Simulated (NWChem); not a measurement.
System: GaH$_{3}$O$_{2}$; SMILES [OH][GaH][OH]

```xyz
6

Ga    -0.3364    -0.0107     0.0000
H     -1.8945    -0.0641     0.0000
O      0.6169    -1.5333     0.0000
H      1.5747    -1.3474     0.0000
O      0.7040     1.4652     0.0000
H      0.1822     2.2884     0.0000
```
Atoms are numbered in this order, from 1.

Program: NWChem. Pople sets run with spherical d functions. The geometry was optimised at PBE-D3(BJ)/def2-SVP. Vertical excitations in the gas phase; the lowest state need not have the same character in each row.

```csv
level,"lowest excitation, singlet (eV)",oscillator strength of that lowest state,"lowest state with f > 0.02, singlet (eV)",orbital gap (eV)
"PBE/6-31G*, full TDDFT",5.63,0.000,6.43,5.43
"B3LYP/6-31G*, full TDDFT",___,0.000,___,___
"CAM-B3LYP/6-31G*, full TDDFT",6.58,0.000,7.31,10.21
"Hartree-Fock/6-31G*, TDHF",8.26,0.002,8.77,14.77
```

Question: What belongs in the gaps?

Answer: 
- B3LYP/6-31G*, full TDDFT, lowest excitation, singlet (eV): 6.19
- B3LYP/6-31G*, full TDDFT, lowest state with f > 0.02, singlet (eV): 7.02
- B3LYP/6-31G*, full TDDFT, orbital gap (eV): 7.30
